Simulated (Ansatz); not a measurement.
Stepwise reaction of `[SiH3][GaH2]` with hydrogen chloride, as a gas-phase model of exchange steps in deposition or etching. ΔE in kJ/mol.

Isolated molecules relaxed with PBE0-D4/def2-TZVP in Ansatz; ΔE leaves out vibrations. CBS: MP2 limit from def2 TZ/QZ plus the TZ coupled-cluster correction, frozen cores. This one scheme is used for every species. Functionals use def2-TZVPP. B3LYP here is the variant with VWN-RPA as its local correlation; programs differ in this. For Ga outer-core shells are correlated without core-valence functions, which leaves a few kJ/mol of doubt a bond. Scalar relativity is left out up to krypton.

| step | reaction | PBE-D4 | B3LYP-D4 | ωB97M-V | CCSD(T)/CBS |
| --- | --- | --- | --- | --- | --- |
| 1 | `[SiH3][GaH2]` + HCl → `[SiH3][GaH][Cl]` + H₂ | -117.0 | -119.1 | -115.9 | -118.4 |
| 2 | `[SiH3][GaH][Cl]` + HCl → `[SiH3][Ga]([Cl])[Cl]` + H₂ | -107.5 | -109.9 | -107.2 | -108.9 |

Problem. By hand: ΔE of the 2 steps together at CCSD(T)/CBS.

Solution. (-118.4) + (-108.9) = -227.3 kJ/mol, or -113.7 kJ/mol a step.

In ΔE each step is higher than the one before. All are downhill at CCSD(T)/CBS. PBE-D4 differs from CCSD(T)/CBS by 1.4 to 1.4 kJ/mol a step. Isolated molecules leave out the surface, adducts and barriers. Largest T1 diagnostic: 0.013.
